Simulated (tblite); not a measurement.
F (SMILES [F+]), charge +1, triplet; tblite with IPEA1-xTB.

The tblite input:
```
$ tblite run mol.xyz --method ipea1 --charge 1 --spin 2 --json tblite.json --no-restart

# file mol.xyz
1

F      0.00000000     0.00000000     0.00000000
```

What the program printed (banner, timings and long lists left out):

```
xTB calculator
 | screened Coulomb repulsion
 | Coulomb electrostatics
 |  * isotropic Klopman-Ohno-Mataga-Nishimoto electrostatics
 |  * onsite third-order electrostatics
 | DFT-D3(BJ) dispersion correction

halogen bonding energy    0.0000000000000E+00 Eh
repulsion energy          0.0000000000000E+00 Eh
dispersion energy         0.0000000000000E+00 Eh
number of electrons       6.0000000000000E+00 e
integral cutoff           4.0000000000000E+01 bohr

------------------------------------------------------------
  cycle        total energy    energy error   density error
------------------------------------------------------------
      1     -4.214464884025  -4.2144649E+00   2.3328474E-01
      2     -4.214464884025  -7.6383344E-14   1.3997084E-01
      3     -4.214464884025   7.6383344E-14   8.3974108E-06
------------------------------------------------------------

electronic energy        -4.2144648840251E+00 Eh
total energy             -4.2144648840251E+00 Eh

Post processing:
 | Mayer-Wiberg bond orders

[Info] JSON dump of results written to 'tblite.json'
```
